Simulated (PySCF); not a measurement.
SiCl3I, SMILES Cl[Si](Cl)(Cl)I.

The structure is a stationary point at PBE0-D3(BJ)/def2-SVP. The def2 effective core potentials stand for the cores of I; spin–orbit coupling is left out.

All values below come from PBE/def2-TZVP (PySCF).

Symmetry labels are those of the subgroup Cs that the program uses (full group C3v).

Computed valence orbital energies around the gap with their symmetry:
| orbital | symmetry | energy (eV) |
|---|---|---|
| HOMO−7 | A' | -8.98 |
| HOMO−6 | A" | -8.98 |
| HOMO−5 | A" | -8.51 |
| HOMO−4 | A' | -8.51 |
| HOMO−3 | A' | -8.34 |
| HOMO−2 | A" | -8.05 |
| HOMO−1 | A' | -7.09 |
| HOMO | A" | -7.09 |
| LUMO | A' | -2.46 |
| LUMO+1 | A" | -0.79 |
| LUMO+2 | A' | -0.79 |
| LUMO+3 | A' | -0.66 |
